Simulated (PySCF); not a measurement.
H$_{2}$S$_{2}$, charge +1, doublet, at a GFN2-xTB geometry (a state made from the parent by changing its charge; the spin is typed, not shown lowest); PySCF with MP2/aug-cc-pVDZ.

PySCF was given this input:
```python
from pyscf import gto, scf, mp

mol = gto.Mole()
mol.atom = '''
    S    -0.80955851   -0.03765018    0.59460666
    S     0.80955851    0.03765018   -0.59460666
    H    -1.71863123   -0.08126760   -0.40514565
    H     1.71863123    0.08126760    0.40514566
'''
mol.basis = 'aug-cc-pvdz'
mol.charge = 1
mol.spin = 1
mol.verbose = 4
mol.build()

mf = scf.UHF(mol)
mf.kernel()

pt = mp.MP2(mf, frozen=10)
pt.kernel()
print('E(MP2) = %.10f' % pt.e_tot)
```

Problem. What does PySCF print? Leave out banner, timings and long lists.

Solution. 
```
PySCF version 2.14.0

[INPUT] verbose = 4
[INPUT] num. atoms = 4
[INPUT] num. electrons = 33
[INPUT] charge = 1
[INPUT] spin (= nelec alpha-beta = 2S) = 1
[INPUT] symmetry False subgroup None
[INPUT] Mole.unit = angstrom
[INPUT] Symbol           X                Y                Z      unit          X                Y                Z       unit  Magmom
[INPUT]  1 S     -0.809558510000  -0.037650180000   0.594606660000 AA   -1.529843865711  -0.071148528741   1.123643739242 Bohr   0.0
[INPUT]  2 S      0.809558510000   0.037650180000  -0.594606660000 AA    1.529843865711   0.071148528741  -1.123643739242 Bohr   0.0
[INPUT]  3 H     -1.718631230000  -0.081267600000  -0.405145650000 AA   -3.247742333824  -0.153573506801  -0.765614319059 Bohr   0.0
[INPUT]  4 H      1.718631230000   0.081267600000   0.405145660000 AA    3.247742333824   0.153573506801   0.765614337956 Bohr   0.0

nuclear repulsion = 86.7332908192168
number of shells = 26
number of NR pGTOs = 122
number of NR cGTOs = 72
basis = aug-cc-pvdz
ecp = {}

******** <class 'pyscf.scf.uhf.UHF'> ********
method = UHF
initial guess = minao
damping factor = 0
level_shift factor = 0
DIIS = <class 'pyscf.scf.diis.CDIIS'>
diis_start_cycle = 1
diis_space = 8
diis_damp = 0
SCF conv_tol = 1e-09
SCF conv_tol_grad = None
SCF max_cycles = 50
direct_scf = True
direct_scf_tol = 1e-13
number electrons alpha = 17  beta = 16
Set gradient conv threshold to 3.16228e-05
init E= -796.317388645044

cycle= 1 E= -795.855049042039  delta_E= 0.462  |g|= 0.275  |ddm|= 1.33
cycle= 2 E= -795.916511574703  delta_E= -0.0615  |g|= 0.089  |ddm|= 0.366
cycle= 3 E= -795.921955910324  delta_E= -0.00544  |g|= 0.0254  |ddm|= 0.114
cycle= 4 E= -795.922851324148  delta_E= -0.000895  |g|= 0.00776  |ddm|= 0.0438
cycle= 5 E= -795.922949078333  delta_E= -9.78e-05  |g|= 0.00218  |ddm|= 0.0159
cycle= 6 E= -795.922957211668  delta_E= -8.13e-06  |g|= 0.000541  |ddm|= 0.00504
cycle= 7 E= -795.922957733047  delta_E= -5.21e-07  |g|= 0.000151  |ddm|= 0.00111
cycle= 8 E= -795.922957778397  delta_E= -4.53e-08  |g|= 4.53e-05  |ddm|= 0.000412
cycle= 9 E= -795.922957782591  delta_E= -4.19e-09  |g|= 1.65e-05  |ddm|= 0.000126
cycle= 10 E= -795.922957783218  delta_E= -6.27e-10  |g|= 6.23e-06  |ddm|= 4.8e-05
Extra cycle  E= -795.922957783285  delta_E= -6.71e-11  |g|= 4.21e-06  |ddm|= 8.74e-06
converged SCF energy = -795.922957783285  <S^2> = 0.77624587  2S+1 = 2.0260759

******** <class 'pyscf.mp.ump2.UMP2'> ********
nocc = (np.int64(7), np.int64(6)), nmo = (62, 62)
frozen orbitals 10
E(UMP2) = -796.190807463673  E_corr = -0.26784968038765
E(SCS-UMP2) = -796.187925937276  E_corr = -0.26496815399068
E_corr(same-spin) = -0.065136302855192
E_corr(oppo-spin) = -0.202713377532458
E(MP2) = -796.1908074637
```
